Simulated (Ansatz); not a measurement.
`C[O][Al]1[CH2][O]1` + HCl → `[Cl][Al]1[CH2][O]1` + CH₃OH  (ligand exchange at the Al–O bond)

Computed with Ansatz on PBE0-D4/def2-TZVP structures; ΔE is electronic, products minus reactants. CCSD(T)/CBS is the MP2 limit (def2-TZVPP, def2-QZVPP) plus CCSD(T) − MP2 in def2-TZVPP, frozen cores. This one scheme is used for every species. Each species was taken in one conformer, which may not be the lowest.

`C[O][Al]1[CH2][O]1`:

```xyz
10

C     1.148    0.955   -1.696
O     0.454   -0.061   -1.037
Al   -0.354   -0.522    0.331
C    -1.203   -0.753    1.985
O    -1.168   -1.864    0.971
H     0.643    1.202   -2.634
H     2.162    0.619   -1.932
H     1.218    1.865   -1.092
H    -0.682   -1.019    2.905
H    -2.219   -0.422    2.199
```

HCl:

Z-matrix (Å, degrees):
```
Cl
H 1 1.279
```

`[Cl][Al]1[CH2][O]1`:

```xyz
6

Cl   -1.569    0.684    2.525
Al   -0.527    0.245    0.798
C     0.578   -0.358   -0.586
O    -0.466    0.689   -0.836
H     0.395   -1.273   -1.147
H     1.589    0.013   -0.754
```

CH₃OH:

Cartesian coordinates in Å:
```
C -0.034 -0.277 0.221
O -0.079 0.416 -1.004
H -0.358 -1.299 0.023
H -0.709 0.155 0.971
H 0.979 -0.316 0.642
H 0.200 1.321 -0.854
```

```
             species  HF/def2-TZVPP energy (Eh)
`C[O][Al]1[CH2][O]1`                 -470.40027
                 HCl                 -460.09908
`[Cl][Al]1[CH2][O]1`                 -815.41661
               CH₃OH                 -115.09501
```

Question: Work out ΔE.

Answer: ΔE = (-815.41661) + (-115.09501) − (-470.40027) − (-460.09908) = -0.01227 Eh = -32.2 kJ/mol. CCSD(T)/CBS gives -31.3 kJ/mol.

Largest T1 diagnostic among the species: 0.014.

In def2-TZVPP, CCSD(T) changes the Hartree–Fock value by +3.3 kJ/mol (the triples alone add −0.9 kJ/mol) and MP2 by +3.1 kJ/mol.
